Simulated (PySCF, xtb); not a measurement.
CH6O2Si2, SMILES C([SiH3])(=O)[SiH2]O.

GFN2-xTB in xtb at its own geometry gives an orbital gap of 1.88 eV and a dipole moment of 1.47 D.

The structure is a stationary point at B3LYP-D3(BJ)/def2-SVP. A frequency run showed that this geometry is not a minimum. This is a generated structure with no PubChem entry under its InChIKey; it may be hypothetical. One conformer was computed; it need not be the lowest.

Problem. What does PBE/def2-TZVP (PySCF) give? (An estimate is asked for; the answer gives what the named calculation found.)

Solution. gap 2.25 eV (levels -5.56 and -3.30 eV), dipole 1.93 D.
